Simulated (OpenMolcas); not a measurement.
Pr3+ with 6 ligands (chloride) in trigonal antiprismatic coordination (D3d), a polar angle of 59.7° against the regular 54.74°. A charge of +0.5 e stands 2.8 Å behind each ligand. Ligand basis ANO-RCC-VDZP.

* Program: OpenMolcas 26.06
* Method: CASSCF
* Basis: ANO-RCC-VTZP [8s7p5d3f2g1h]
* Scalar Hamiltonian: DKH2, point nucleus
* Active space: 2 electrons in 7 orbitals (4f)
* State averaging: 2S+1 = 3 even, 21 roots; 2S+1 = 1 even, 27 roots kept (CI in the orbitals of an earlier block)
* Spin-orbit coupling: state interaction with AMFI integrals over the reference wave functions

All ligands move together. At R = 2.75 Å the width of the lowest J multiplet is 592 cm-1, and at R = 2.81 Å it is 538 cm-1.

A third run gives 794 cm-1. What distance was it run at?

With a power law R^-n the two known points give n = -ln(538 / 592) / ln(2.81 / 2.75) = 4.43. Then R = 2.75 × (592 / 794)^(1/4.43) = 2.574 Å. The run was at 2.58 Å, so the estimate is off by -0.006 Å.

Without dynamic correlation the ligand-field splitting of an f shell can come out too small, at times by half. No measured value stands beside these numbers; the geometry was imposed, not optimised, and the real ion may take another.
